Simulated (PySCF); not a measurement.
These are PBE-D3(BJ)/def2-TZVP // B3LYP-D3(BJ)/def2-SVP in PySCF 2.14.0 values and carry that method's errors. Isolated molecules, 0 K electronic values unless said otherwise. One relaxed conformer stands for a flexible species; it need not be the lowest. Excitations are Tamm–Dancoff values on a coarser integration grid. The basis has no diffuse functions, so Rydberg states are missing or too high.

Reference species (SMILES): `CO[Si]([SiH3])([SiH3])[SiH3]` (C–O–Si–Si torsion 60°) (neutral, multiplicity 1).

| Quantity | Value |
|---|---|
| S1 excitation (TDA) | 4.55 eV |
| HOMO | -6.14 eV |
| HOMO–LUMO gap | 4.38 eV |

After one change: the S1 excitation (TDA) goes up by 2.12 eV; the HOMO drops by 0.32 eV; the HOMO–LUMO gap goes up by 2.23 eV.

### Question
Name the change that produced these shifts. The new species is one of these.
A) `[SiH3][Si]([SiH3])([SiH3])[SiH3]`
B) `CO[Si]([SiH3])(OC)OC`
C) `CO[Si](OC)(OC)OC`
D) `CO[Si]([SiH3])([SiH3])OC` (C–O–Si–Si torsion 79°, Si–Si–O–C torsion 178°)

### Answer
C, `CO[Si](OC)(OC)OC`
